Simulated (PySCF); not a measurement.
# Two-dimensional NMR puzzle

Compound of formula C3H6O3Si. Correlations simulated from computed shifts and the bond graph:

HSQC (one-bond C–H):
```
  δH    δC
4.47  66.3
4.42  66.3
0.45   1.3
```

COSY cross peaks (H two or three bonds apart, from the bond graph; peaks can be absent where the dihedral angle is near 90°):
```
  δH    δH
5.38  0.45
4.47  4.42
```

HMBC (two and three bonds, from the bond graph):
```
  δH                δC
5.38  174.8, 66.3, 1.3
4.47             174.8
4.42             174.8
```

Carbons without hydrogens: δ 174.8.

Level of theory: GFN2-xTB geometry, shieldings: GIAO PBE0/pcSseg-1, in PySCF 2.14.0 with density-fitted response routines (in vacuum, single conformer, relativity neglected, rapidly exchanging positions averaged).

Scale: TMS for ¹H (31.72 ppm) and ¹³C (186.93 ppm) (reference shieldings calculated alike).

Exchangeable hydrogens are left out of these lists.

Task: Assemble the structure.

Result: SMILES C[Si@H]1OCC(=O)O1.

Atom-mapped SMILES (the numbers label the heavy atoms): `[CH3:1][Si@H:2]1[O:3][CH2:4][C:5](=[O:6])[O:7]1` (H(Xn): hydrogen on atom n). Ha(C4) is cis to C1 on the ring; Hb(C4) is trans to C1 on the ring.

δC 174.8 is C5, a carbonyl carbon. δC 66.3 is C4, an sp3 CH2 bonded to O, α to a carbonyl (δH 4.42, 4.47). δC 1.3 is C1, a methyl carbon bonded to Si (δH 0.45). HMBC from δH 5.38 reaches the proton-free carbon C5. HMBC from δH 4.47 reaches the proton-free carbon C5. HMBC from δH 4.42 reaches the proton-free carbon C5. COSY links 5.38–0.45, 4.47–4.42.

This is the structure that produced the data.

Shifts are as computed. Against solution values, carbons near 30 ppm lie about +3 ppm off and those near 130 ppm about +5 ppm. Of 1309 compounds with measured shifts, 239 miss one by over three times the rms of a fit or turn the order of signals round; such compounds aren't used in these exercises.
